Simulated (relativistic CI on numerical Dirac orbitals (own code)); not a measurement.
**Pm16+: q coefficients and field-shift factors**

Computed by Dirac-Coulomb-Breit CI, KLI orbitals optimised for each configuration, derivatives by finite differences, unscaled Slater integrals, QED left out (own radial code, finite nucleus).

Configuration list (outside the closed core [Ar] 3d10): 4s²4p⁶4d⁹, 4s²4p⁵4d¹⁰, 4s²4p⁶4d⁸4f, 4s4p⁶4d¹⁰, 4s²4p⁶4d⁸5s, 4s²4p⁵4d⁹4f, 4s²4p⁶4d⁸5p, 4s4p⁶4d⁹4f. Levels of other configurations are missing.

With x = (α/α₀)² − 1 an excitation energy changes as ω = ω₀ + qx; K = 2q/ω₀ is the relative enhancement. Terms are leading LS components, so labels can repeat. The field-shift factor is F = δν/δ⟨r²⟩ for the transition from the lowest level.

Lowest level 4s²4p⁶4d⁹ ²D5/2.

| Level | ω₀ (cm⁻¹) | q (cm⁻¹) | K | F (GHz/fm²) |
| --- | --- | --- | --- | --- |
| 4s²4p⁶4d⁹ ²D3/2 | 40147 | 40090 | 2 | 0.608 |
| 4s²4p⁵4d¹⁰ ²P°3/2 | 919641 | 48980 | 0.107 | 4.19 |
| 4s²4p⁶4d⁸4f ⁴F°7/2 | 1005635 | -391.4 | -0.000778 | 7.51 |
| 4s²4p⁶4d⁸4f ⁴F°5/2 | 1005822 | -3652 | -0.00726 | 7.43 |
| 4s²4p⁶4d⁸4f ⁴F°9/2 | 1011965 | 6289 | 0.0124 | 7.68 |
| 4s²4p⁶4d⁸4f ⁴D°3/2 | 1014562 | -1618 | -0.00319 | 7.48 |
| 4s²4p⁶4d⁸4f ²P°1/2 | 1018985 | 27120 | 0.0532 | 6.12 |
| 4s²4p⁶4d⁸4f ⁴D°5/2 | 1020629 | 1705 | 0.00334 | 7.51 |
| 4s²4p⁶4d⁸4f ⁴I°15/2 | 1026067 | -1329 | -0.00259 | 7.7 |
| 4s²4p⁶4d⁸4f ⁴D°7/2 | 1026575 | 8476 | 0.0165 | 7.63 |
| 4s²4p⁶4d⁸4f ⁴I°13/2 | 1028801 | -2936 | -0.00571 | 7.59 |
| 4s²4p⁶4d⁸4f ⁴F°3/2 | 1031274 | 19440 | 0.0377 | 7.85 |
| 4s²4p⁶4d⁸4f ⁴H°11/2 | 1033622 | -2233 | -0.00432 | 7.6 |

At this charge energies of transitions that change n are usually good to better than 1 %, and those within a shell (Δn = 0) to a few per cent.
